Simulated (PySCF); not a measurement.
B3LYP has the VWN-RPA correlation part, as in Gaussian. 

## [Ta(=O)(OH)3] (charge 0, multiplicity 1)

Method: B3LYP-D3(BJ)/def2-TZVP // PBE-D3(BJ)/def2-SVP (PySCF 2.14.0).

```
Property                                                      Result
-------------------------------------  -----------------------------
HOMO                                                        -8.98 eV
dipole moment                                                 0.01 D
LUMO                                                        -0.70 eV
HOMO–LUMO gap                                                8.28 eV
charge on the central atom (Mulliken)                         1.55 e
total energy                                            -360.1439 Ha
cost                                   very roughly 2.2 core-minutes
```

```xyz
8

Ta     0.5040     0.0955    -0.0648
O     -1.0982    -0.2388     0.5349
O      0.3468     0.8221    -1.8417
H     -0.4476     0.9991    -2.3727
O      1.3398     1.3679     1.1150
H      0.9935     1.7914     1.9183
O      1.4976    -1.5541    -0.0938
H      1.2237    -2.4504     0.1636
```
Charge 0, spin multiplicity 1.
